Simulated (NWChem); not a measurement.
Species: Ga, doublet

Program: NWChem. Spin-unrestricted. The open p shell is one determinant without spherical averaging. No stability test was run on the SCF state.

Question: What does the run give for B3LYP/aug-pcseg-1? Quantities: highest occupied level (eV); lowest empty minus highest occupied level, either spin (eV); <S²>.

Answer: 
```
Quantity                                                     Value
-----------------------------------------------------------  -----
highest occupied level (eV)                                  -3.58
lowest empty minus highest occupied level, either spin (eV)   1.42
<S²>                                                         0.752
```
